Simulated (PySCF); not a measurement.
C3H12N2Si, SMILES CCN[SiH2]NC.

Coordinates come from a r2SCAN-D4/def2-SVP optimisation. The values are those of a single conformer.

Two levels are set side by side: PBE/def2-TZVP (PySCF) and B3LYP/def2-TZVP (PySCF). Same geometry, gas phase. Differences are taken from unrounded values.

```
quantity                     B3LYP
---------------------------  -----
orbital gap (eV)              7.03
highest occupied level (eV)  -6.33
lowest empty level (eV)       0.69
dipole moment (D)             1.17
```

### Question
What does PBE give, and how far is it from B3LYP? (An estimate is asked for; the answer gives what the named calculation found.)

### Answer

| quantity | PBE | PBE minus B3LYP |
|---|---|---|
| orbital gap (eV) | 5.35 | -1.67 |
| highest occupied level (eV) | -5.22 | 1.12 |
| lowest empty level (eV) | 0.14 | -0.56 |
| dipole moment (D) | 1.24 | 0.07 |

Without exact exchange PBE keeps part of each electron's self-repulsion, which lifts occupied levels and narrows the gap. Differences between two approximate levels are no errors against the true value.

Rough cost on one machine, each run with all the roots and properties that it gave: B3LYP against PBE within a factor of 2.
